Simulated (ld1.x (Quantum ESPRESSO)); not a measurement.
## Pseudopotential generation for Ca: TM, LDA (PZ), fully relativistic.

ld1.x (Quantum ESPRESSO) 7.5 was run on this input:

```
&input
   title='Ca', zed=20., rel=2, dft='PZ', iswitch=3,
   config='[Ar] 3d0.5 4s1.5 4p0', rel_dist='average',
   nld=5, rlderiv=2.05, eminld=-5.0, emaxld=5.0, deld=0.02
 /
 &inputp
   pseudotype=2, tm=.true., lloc=1,
   nlcc=.false.,
   file_pseudopw='Ca.UPF', file_wfcaegen='ae.wfc', file_wfcncgen='nc.wfc', file_beta='beta', file_chi='chi'
 /
3
3S  1  0   2.00   0.00  1.70  1.70  0.0
3D  3  2   0.50   0.00  1.90  1.90  0.0
3P  2  1   6.00   0.00  1.75  1.75  0.0
 &test
   configts(1)='3s2 3p6 3d0.5 4s1.5 4p0'
 /
```

Command:

```bash
ld1.x < Ca.in > Ca.out
```

Resulting log (shortened: banner, matrices, multipoles, cross overlaps and the repeated all-electron block are left out):

```
Program LD1 v.7.5
     --------------------------- All-electron run ----------------------------

     Ca
     dirac relativistic calculation

     atomic number is 20.00
     dft =PZ   lsd =0 sic =0 latt =0  beta=0.20 tr2=1.0E-14
     Exchange-correlation= PZ
                           (   1   1   0   0   0   0   0)
     mesh =1169 r(mesh) =  99.90979 a.u. xmin = -7.00 dx = 0.01250
     1 Ry =  13.60569312 eV, c = 137.03599908

     n l j   nl                  e(Ry)          e(Ha)          e(eV)
     Spin orbit split results
     1 0 0.5 1S 1( 2.00)      -289.2916      -144.6458     -3936.0123
     2 0 0.5 2S 1( 2.00)       -30.2293       -15.1146      -411.2901
     2 1 0.5 2P 1( 2.00)       -24.6395       -12.3198      -335.2379
     2 1 1.5 2P 1( 4.00)       -24.3692       -12.1846      -331.5593
     3 0 0.5 3S 1( 2.00)        -3.3282        -1.6641       -45.2829
     3 1 0.5 3P 1( 2.00)        -1.9685        -0.9843       -26.7833
     3 1 1.5 3P 1( 4.00)        -1.9404        -0.9702       -26.4000
     3 2 1.5 3D 1( 0.20)        -0.0922        -0.0461        -1.2550
     3 2 2.5 3D 1( 0.30)        -0.0912        -0.0456        -1.2411
     4 0 0.5 4S 1( 1.50)        -0.2601        -0.1300        -3.5388
     4 1 0.5 4P 1( 0.00)        -0.0953        -0.0476        -1.2961
     4 1 1.5 4P 1( 0.00)        -0.0941        -0.0470        -1.2798
     Averaged results
     1 0     1S 1( 2.00)      -289.2916      -144.6458     -3936.0123
     2 0     2S 1( 2.00)       -30.2293       -15.1146      -411.2901
     2 1     2P 1( 6.00)       -24.4593       -12.2296      -332.7855
     3 0     3S 1( 2.00)        -3.3282        -1.6641       -45.2829
     3 1     3P 1( 6.00)        -1.9498        -0.9749       -26.5278
     3 2     3D 1( 0.50)        -0.0916        -0.0458        -1.2466
     4 0     4S 1( 1.50)        -0.2601        -0.1300        -3.5388
     4 1     4P 1( 0.00)        -0.0945        -0.0472        -1.2852

     final scf error:  8.0E-15 reached in  29 iterations

     Etot =   -1357.311996 Ry,    -678.655998 Ha,  -18467.170489 eV

     Ekin =    1367.105524 Ry,     683.552762 Ha,   18600.418223 eV
     Encl =   -3230.591744 Ry,   -1615.295872 Ha,  -43954.439879 eV
     Eh   =     574.916296 Ry,     287.458148 Ha,    7822.134698 eV
     Exc  =     -68.742072 Ry,     -34.371036 Ha,    -935.283531 eV

     normalization and overlap integrals

     s(1S/1S) =  1.000000  <r> =   0.0770  <r2> =    0.0080  r(max) =   0.0506
     s(2S/2S) =  1.000000  <r> =   0.3654  <r2> =    0.1582  r(max) =   0.3025
     s(2P/2P) =  1.000000  <r> =   0.3266  <r2> =    0.1322  r(max) =   0.2446
     s(2P/2P) =  1.000000  <r> =   0.3291  <r2> =    0.1341  r(max) =   0.2477
     s(3S/3S) =  1.000000  <r> =   1.1630  <r2> =    1.5654  r(max) =   0.9918
     s(3P/3P) =  1.000000  <r> =   1.2783  <r2> =    1.9366  r(max) =   1.0427
     s(3P/3P) =  1.000000  <r> =   1.2868  <r2> =    1.9625  r(max) =   1.0558
     s(3D/3D) =  1.000000  <r> =   2.7668  <r2> =   11.1203  r(max) =   1.3388
     s(3D/3D) =  1.000000  <r> =   2.7802  <r2> =   11.2303  r(max) =   1.3388
     s(4S/4S) =  1.000000  <r> =   4.1128  <r2> =   19.4918  r(max) =   3.4187
     s(4P/4P) =  1.000000  <r> =   5.6186  <r2> =   36.8165  r(max) =   4.5575
     s(4P/4P) =  1.000000  <r> =   5.6490  <r2> =   37.2103  r(max) =   4.6148

     ------------------------ End of All-electron run ------------------------

     --------------------- Generating NC pseudopotential ---------------------

      Generating local pot.: lloc=1, j= 0.50, matching radius rcloc =   1.7500

      Generating local pot.: lloc=1, j= 1.50, matching radius rcloc =   1.7500

     Fully relativistic calculation: |psi|^2

     Wfc 3S LC norm =  0.99983459 SC norm =  0.00016473 missing  0.00000069

     Wfc 3D LC norm =  0.99995512 SC norm =  0.00004416 missing  0.00000073

     Wfc 3D LC norm =  0.99995543 SC norm =  0.00003742 missing  0.00000715

      Wfc   3S  rcut= 1.698  Using Troullier-Martins method

      Wfc   3D  rcut= 1.924  Using Troullier-Martins method

      Wfc   3D  rcut= 1.924  Using Troullier-Martins method

     ------------------- End of pseudopotential generation -------------------

     Computing logarithmic derivative in   2.06068
     Computing logarithmic derivative in   2.06068
     Computing the partial wave expansion
     R is outside the sphere for l=    0 j= 0.50
       no projector for channel:   1
       no projector for channel:   1
     R is outside the sphere for l=    2 j= 1.50
     R is outside the sphere for l=    2 j= 2.50

     ---------------------- Testing the pseudopotential ----------------------

     Ca
     dirac relativistic calculation

     atomic number is 20.00   valence charge is 10.00
     dft =PZ   lsd =0 sic =0 latt =0  beta=0.20 tr2=1.0E-14
     mesh =1169 r(mesh) =  99.90979 xmin = -7.00 dx = 0.01250

     n l  j  nl             e AE (Ry)       e PS (Ry)    De AE-PS (Ry)
     1 0 0.5 3S   1( 2.00)       -3.32823       -3.32823        0.00000
     2 1 0.5 3P   1( 2.00)       -1.96854       -1.94970       -0.01883  !
     2 1 1.5 3P   1( 4.00)       -1.94037       -1.94970        0.00934  !
     3 2 1.5 3D   1( 0.20)       -0.09224       -0.09223       -0.00001
     3 2 2.5 3D   1( 0.30)       -0.09122       -0.09122        0.00000
     2 0 0.5 4S   1( 1.50)       -0.26010       -0.26919        0.00910  !
     3 1 0.5 4P   1( 0.00)       -0.09526       -0.09502       -0.00024
     3 1 1.5 4P   1( 0.00)       -0.09406       -0.09502        0.00095

     eps = 8.4E-15  iter = 16

     Etot =   -1357.311996 Ry,    -678.655998 Ha,  -18467.170489 eV
     Etotps =   -73.704381 Ry,     -36.852190 Ha,   -1002.799190 eV

     Ekin =      26.134159 Ry,      13.067079 Ha,     355.573346 eV
     Encl =    -150.620751 Ry,     -75.310375 Ha,   -2049.299715 eV
     Ehrt =      57.939763 Ry,      28.969881 Ha,     788.310633 eV
     Ecxc =      -9.797607 Ry,      -4.898804 Ha,    -133.303236 eV
     Epseu=       2.640055 Ry,       1.320028 Ha,      35.919782 eV

     ---------------------- End of pseudopotential test ----------------------
```

Generation and configuration tests took about 1.9 s on one core of a shared server CPU.

Transferability test of the new file with ld1.x, input:

```
&input
   title='Ca', zed=20., rel=2, dft='PZ', iswitch=2,
   config='[Ar] 3d0.5 4s1.5 4p0', rel_dist='average'
 /
 &test
   file_pseudo='Ca.UPF', nconf=8,
   configts(1)='3s2 3p6 3d0.5 4s1.5 4p0',
   configts(2)='3s2 3p6 3d0 4s2 4p0',
   configts(3)='3s2 3p6 3d0 4s1 4p0',
   configts(4)='3s2 3p6 3d0 4s0 4p0',
   configts(5)='3s2 3p6 3d1 4s1 4p0',
   configts(6)='3s2 3p6 3d0 4s1 4p1',
   configts(7)='3s2 3p6 3d0 4s0 4p2',
   configts(8)='3s2 3p6 3d0 4s1.5 4p0'
 /
```

```bash
ld1.x < Ca.test.in > Ca.test.out
```

Pseudopotential blocks of its output, shortened (energy terms left out):

```
     ---------------------- Testing the pseudopotential ----------------------

     n l  j  nl             e AE (Ry)       e PS (Ry)    De AE-PS (Ry)
     1 0 0.5 3S   1( 2.00)       -3.32823       -3.32823        0.00000
     2 1 0.5 3P   1( 2.00)       -1.96854       -1.94970       -0.01883  !
     2 1 1.5 3P   1( 4.00)       -1.94037       -1.94970        0.00934  !
     3 2 1.5 3D   1( 0.20)       -0.09224       -0.09223       -0.00001
     3 2 2.5 3D   1( 0.30)       -0.09122       -0.09122        0.00000
     2 0 0.5 4S   1( 1.50)       -0.26010       -0.26919        0.00910  !
     3 1 0.5 4P   1( 0.00)       -0.09526       -0.09502       -0.00024
     3 1 1.5 4P   1( 0.00)       -0.09406       -0.09502        0.00095

     eps = 8.4E-15  iter = 16

     Etot =   -1357.311996 Ry,    -678.655998 Ha,  -18467.170489 eV
     Etotps =   -73.704381 Ry,     -36.852190 Ha,   -1002.799190 eV

     ---------------------- End of pseudopotential test ----------------------

          ---------------------- Testing the pseudopotential ----------------------

     n l  j  nl             e AE (Ry)       e PS (Ry)    De AE-PS (Ry)
     1 0 0.5 3S   1( 2.00)       -3.44100       -3.43123       -0.00977  !
     2 1 0.5 3P   1( 2.00)       -2.07511       -2.04730       -0.02781  !
     2 1 1.5 3P   1( 4.00)       -2.04652       -2.04730        0.00079
     3 2 1.5 3D   1( 0.00)       -0.15755       -0.15179       -0.00575  !
     3 2 2.5 3D   1( 0.00)       -0.15627       -0.15055       -0.00572  !
     2 0 0.5 4S   1( 2.00)       -0.28434       -0.29280        0.00846  !
     3 1 0.5 4P   1( 0.00)       -0.10686       -0.10528       -0.00159
     3 1 1.5 4P   1( 0.00)       -0.10547       -0.10528       -0.00019

     eps = 1.7E-15  iter = 14

     Etot =   -1357.387135 Ry,    -678.693567 Ha,  -18468.192802 eV
     Etotps =   -73.785147 Ry,     -36.892574 Ha,   -1003.898073 eV
     dEtot_ae =      -0.075139 Ry
     dEtot_ps =      -0.080766 Ry,   Delta E=       0.005628 Ry

     ---------------------- End of pseudopotential test ----------------------

          ---------------------- Testing the pseudopotential ----------------------

     n l  j  nl             e AE (Ry)       e PS (Ry)    De AE-PS (Ry)
     1 0 0.5 3S   1( 2.00)       -3.95342       -3.95494        0.00152
     2 1 0.5 3P   1( 2.00)       -2.58509       -2.56771       -0.01737  !
     2 1 1.5 3P   1( 4.00)       -2.55633       -2.56771        0.01138  !
     3 2 1.5 3D   1( 0.00)       -0.63213       -0.63371        0.00158
     3 2 2.5 3D   1( 0.00)       -0.63060       -0.63220        0.00160
     2 0 0.5 4S   1( 1.00)       -0.67429       -0.69137        0.01707  !
     3 1 0.5 4P   1( 0.00)       -0.44743       -0.44811        0.00068
     3 1 1.5 4P   1( 0.00)       -0.44499       -0.44811        0.00312

     eps = 9.9E-16  iter = 12

     Etot =   -1356.912133 Ry,    -678.456067 Ha,  -18461.730083 eV
     Etotps =   -73.297681 Ry,     -36.648840 Ha,    -997.265750 eV
     dEtot_ae =       0.399862 Ry
     dEtot_ps =       0.406700 Ry,   Delta E=      -0.006838 Ry

     ---------------------- End of pseudopotential test ----------------------

          ---------------------- Testing the pseudopotential ----------------------

     n l  j  nl             e AE (Ry)       e PS (Ry)    De AE-PS (Ry)
     1 0 0.5 3S   1( 2.00)       -4.56149       -4.58161        0.02012  !
     2 1 0.5 3P   1( 2.00)       -3.18809       -3.18753       -0.00057
     2 1 1.5 3P   1( 4.00)       -3.15900       -3.18753        0.02853  !
     3 2 1.5 3D   1( 0.00)       -1.18599       -1.20075        0.01476  !
     3 2 2.5 3D   1( 0.00)       -1.18417       -1.19894        0.01477  !
     2 0 0.5 4S   1( 0.00)       -1.05873       -1.09310        0.03437  !
     3 1 0.5 4P   1( 0.00)       -0.77387       -0.78180        0.00793  !
     3 1 1.5 4P   1( 0.00)       -0.77005       -0.78180        0.01175  !

     eps = 2.4E-15  iter = 12

     Etot =   -1356.033819 Ry,    -678.016909 Ha,  -18449.779999 eV
     Etotps =   -72.395536 Ry,     -36.197768 Ha,    -984.991448 eV
     dEtot_ae =       1.278177 Ry
     dEtot_ps =       1.308845 Ry,   Delta E=      -0.030667 Ry

     ---------------------- End of pseudopotential test ----------------------

          ---------------------- Testing the pseudopotential ----------------------

     n l  j  nl             e AE (Ry)       e PS (Ry)    De AE-PS (Ry)
     1 0 0.5 3S   1( 2.00)       -3.26609       -3.27037        0.00428
     2 1 0.5 3P   1( 2.00)       -1.91030       -1.89523       -0.01506  !
     2 1 1.5 3P   1( 4.00)       -1.88238       -1.89523        0.01285  !
     3 2 1.5 3D   1( 0.40)       -0.06350       -0.06530        0.00180
     3 2 2.5 3D   1( 0.60)       -0.06268       -0.06447        0.00179
     2 0 0.5 4S   1( 1.00)       -0.25040       -0.25955        0.00916  !
     3 1 0.5 4P   1( 0.00)       -0.09376       -0.09413        0.00037
     3 1 1.5 4P   1( 0.00)       -0.09269       -0.09413        0.00144

     eps = 9.6E-15  iter = 17

     Etot =   -1357.222353 Ry,    -678.611177 Ha,  -18465.950837 eV
     Etotps =   -73.610707 Ry,     -36.805354 Ha,   -1001.524691 eV
     dEtot_ae =       0.089643 Ry
     dEtot_ps =       0.093674 Ry,   Delta E=      -0.004031 Ry

     ---------------------- End of pseudopotential test ----------------------

          ---------------------- Testing the pseudopotential ----------------------

     n l  j  nl             e AE (Ry)       e PS (Ry)    De AE-PS (Ry)
     1 0 0.5 3S   1( 2.00)       -3.54130       -3.54217        0.00087
     2 1 0.5 3P   1( 2.00)       -2.17398       -2.15598       -0.01800  !
     2 1 1.5 3P   1( 4.00)       -2.14530       -2.15598        0.01068  !
     3 2 1.5 3D   1( 0.00)       -0.23858       -0.23944        0.00086
     3 2 2.5 3D   1( 0.00)       -0.23719       -0.23807        0.00088
     2 0 0.5 4S   1( 1.00)       -0.33428       -0.34759        0.01331  !
     3 1 0.5 4P   1( 0.33)       -0.14720       -0.14826        0.00105
     3 1 1.5 4P   1( 0.67)       -0.14565       -0.14826        0.00261

     eps = 1.5E-15  iter = 12

     Etot =   -1357.204059 Ry,    -678.602030 Ha,  -18465.701934 eV
     Etotps =   -73.591960 Ry,     -36.795980 Ha,   -1001.269620 eV
     dEtot_ae =       0.107937 Ry
     dEtot_ps =       0.112421 Ry,   Delta E=      -0.004484 Ry

     ---------------------- End of pseudopotential test ----------------------

          ---------------------- Testing the pseudopotential ----------------------

     n l  j  nl             e AE (Ry)       e PS (Ry)    De AE-PS (Ry)
     1 0 0.5 3S   1( 2.00)       -3.63298       -3.64517        0.01219  !
     2 1 0.5 3P   1( 2.00)       -2.26409       -2.25640       -0.00768  !
     2 1 1.5 3P   1( 4.00)       -2.23531       -2.25640        0.02109  !
     3 2 1.5 3D   1( 0.00)       -0.31247       -0.32046        0.00799  !
     3 2 2.5 3D   1( 0.00)       -0.31097       -0.31897        0.00799  !
     2 0 0.5 4S   1( 0.00)       -0.37606       -0.39385        0.01780  !
     3 1 0.5 4P   1( 0.67)       -0.17954       -0.18262        0.00308
     3 1 1.5 4P   1( 1.33)       -0.17781       -0.18262        0.00481

     eps = 8.5E-15  iter = 15

     Etot =   -1357.011062 Ry,    -678.505531 Ha,  -18463.076069 eV
     Etotps =   -73.386572 Ry,     -36.693286 Ha,    -998.475181 eV
     dEtot_ae =       0.300934 Ry
     dEtot_ps =       0.317809 Ry,   Delta E=      -0.016874 Ry

     ---------------------- End of pseudopotential test ----------------------

          ---------------------- Testing the pseudopotential ----------------------

     n l  j  nl             e AE (Ry)       e PS (Ry)    De AE-PS (Ry)
     1 0 0.5 3S   1( 2.00)       -3.68358       -3.67879       -0.00479
     2 1 0.5 3P   1( 2.00)       -2.31672       -2.29357       -0.02316  !
     2 1 1.5 3P   1( 4.00)       -2.28807       -2.29357        0.00550  !
     3 2 1.5 3D   1( 0.00)       -0.38247       -0.37986       -0.00261
     3 2 2.5 3D   1( 0.00)       -0.38107       -0.37848       -0.00259
     2 0 0.5 4S   1( 1.50)       -0.47284       -0.48515        0.01231  !
     3 1 0.5 4P   1( 0.00)       -0.26985       -0.26912       -0.00073
     3 1 1.5 4P   1( 0.00)       -0.26793       -0.26912        0.00118

     eps = 2.7E-15  iter = 14

     Etot =   -1357.198496 Ry,    -678.599248 Ha,  -18465.626246 eV
     Etotps =   -73.591345 Ry,     -36.795673 Ha,   -1001.261262 eV
     dEtot_ae =       0.113500 Ry
     dEtot_ps =       0.113036 Ry,   Delta E=       0.000464 Ry

     ---------------------- End of pseudopotential test ----------------------
```
